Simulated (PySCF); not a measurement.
Compound: C2H6N2Si2.
Bonds: C1–C2 (triple), C2–Si3, Si3–N4, N4–Si5, Si5–N6, Si3–N6. Hydrogens: H7 on C1; H8 on Si3; H9 on N4; H10, H11 on Si5; H12 on N6.

The same species was optimised twice, with GFN2-xTB and with PBE0-D3(BJ)/def2-SVP (PySCF), and the same property calculations (PySCF, gas phase) were run on both structures.

```tsv
coordinate	GFN2-xTB	PBE0-D3(BJ)/def2-SVP	change
C1≡C2 (Å)	1.202	1.218	+0.016
C2–Si3 (Å)	1.851	1.840	-0.011
Si5–N6 (Å)	1.739	1.748	+0.009
N4–Si5 (Å)	1.740	1.747	+0.007
Si3–N6 (Å)	1.742	1.740	-0.002
Si3–N4 (Å)	1.741	1.740	-0.001
N4–Si3–N6 (°)	82.9	86.7	+3.8
Si3–N4–Si5 (°)	97.0	93.5	-3.5
Si3–N6–Si5 (°)	97.0	93.5	-3.5
N4–Si5–N6 (°)	83.0	86.3	+3.3
C2–Si3–N6 (°)	114.3	115.1	+0.8
C1–C2–Si3 (°)	179.1	179.4	+0.3
C2–Si3–N4 (°)	114.9	115.2	+0.3
```

Rotational constants: A = 5941, B = 1418, C = 1386 MHz (GFN2-xTB) against A = 5874, B = 1437, C = 1384 MHz (PBE0-D3(BJ)/def2-SVP). Point groups within 0.08 Å: Cs and Cs.

On the GFN2-xTB structure: lowest singlet, TDDFT (eV) 5.36 [CAM-B3LYP/def2-SVPD]; isotropic polarisability (au) 81.9 [CAM-B3LYP/def2-SVPD]; HOMO (eV) -8.42 [CAM-B3LYP/def2-SVPD]; LUMO (eV) 0.23 [CAM-B3LYP/def2-SVPD]; dipole (D) 0.40 [CAM-B3LYP/def2-SVPD]; HOMO (eV) -6.92 [PBE0/pcSseg-1]; LUMO (eV) -0.68 [PBE0/pcSseg-1]; dipole (D) 0.40 [PBE0/pcSseg-1]; GIAO shielding of C1 (ppm) 87.0 [PBE0/pcSseg-1]; GIAO shielding of C2 (ppm) 94.2 [PBE0/pcSseg-1]; GIAO shielding of Si3 (ppm) 386.6 [PBE0/pcSseg-1]; GIAO shielding of N4/N6 (mean) (ppm) 246.2 [PBE0/pcSseg-1]; GIAO shielding of Si5 (ppm) 366.1 [PBE0/pcSseg-1].

Question: What do these properties become on the PBE0-D3(BJ)/def2-SVP structure?

Answer: 
```json
{"property": "lowest singlet, TDDFT (eV)", "level": "CAM-B3LYP/def2-SVPD", "on GFN2-xTB": "5.36", "on PBE0-D3(BJ)/def2-SVP": "5.68", "change": "+0.32"}
{"property": "isotropic polarisability (au)", "level": "CAM-B3LYP/def2-SVPD", "on GFN2-xTB": "81.9", "on PBE0-D3(BJ)/def2-SVP": "83.4", "change": "+1.5"}
{"property": "HOMO (eV)", "level": "CAM-B3LYP/def2-SVPD", "on GFN2-xTB": "-8.42", "on PBE0-D3(BJ)/def2-SVP": "-8.69", "change": "-0.27"}
{"property": "LUMO (eV)", "level": "CAM-B3LYP/def2-SVPD", "on GFN2-xTB": "0.23", "on PBE0-D3(BJ)/def2-SVP": "0.26", "change": "+0.03"}
{"property": "dipole (D)", "level": "CAM-B3LYP/def2-SVPD", "on GFN2-xTB": "0.40", "on PBE0-D3(BJ)/def2-SVP": "0.47", "change": "+0.07"}
{"property": "energy, GFN2-xTB geometry as zero (kcal/mol)", "level": "CAM-B3LYP/def2-SVPD", "on GFN2-xTB": "0.0", "on PBE0-D3(BJ)/def2-SVP": "-3.2", "change": "-3.2"}
{"property": "HOMO (eV)", "level": "PBE0/pcSseg-1", "on GFN2-xTB": "-6.92", "on PBE0-D3(BJ)/def2-SVP": "-7.23", "change": "-0.31"}
{"property": "LUMO (eV)", "level": "PBE0/pcSseg-1", "on GFN2-xTB": "-0.68", "on PBE0-D3(BJ)/def2-SVP": "-0.65", "change": "+0.03"}
{"property": "dipole (D)", "level": "PBE0/pcSseg-1", "on GFN2-xTB": "0.40", "on PBE0-D3(BJ)/def2-SVP": "0.48", "change": "+0.08"}
{"property": "energy, GFN2-xTB geometry as zero (kcal/mol)", "level": "PBE0/pcSseg-1", "on GFN2-xTB": "0.0", "on PBE0-D3(BJ)/def2-SVP": "-3.2", "change": "-3.2"}
{"property": "GIAO shielding of C1 (ppm)", "level": "PBE0/pcSseg-1", "on GFN2-xTB": "87.0", "on PBE0-D3(BJ)/def2-SVP": "83.6", "change": "-3.4"}
{"property": "GIAO shielding of C2 (ppm)", "level": "PBE0/pcSseg-1", "on GFN2-xTB": "94.2", "on PBE0-D3(BJ)/def2-SVP": "92.3", "change": "-1.9"}
{"property": "GIAO shielding of Si3 (ppm)", "level": "PBE0/pcSseg-1", "on GFN2-xTB": "386.6", "on PBE0-D3(BJ)/def2-SVP": "390.3", "change": "+3.7"}
{"property": "GIAO shielding of N4/N6 (mean) (ppm)", "level": "PBE0/pcSseg-1", "on GFN2-xTB": "246.2", "on PBE0-D3(BJ)/def2-SVP": "247.7", "change": "+1.5"}
{"property": "GIAO shielding of Si5 (ppm)", "level": "PBE0/pcSseg-1", "on GFN2-xTB": "366.1", "on PBE0-D3(BJ)/def2-SVP": "368.4", "change": "+2.3"}
```

The heavy atoms differ by 0.034 Å rms after alignment. Among bonds between heavy atoms C1≡C2 changes most (+0.016 Å). Changes are differences of the printed values. Neither structure is proved a minimum here.
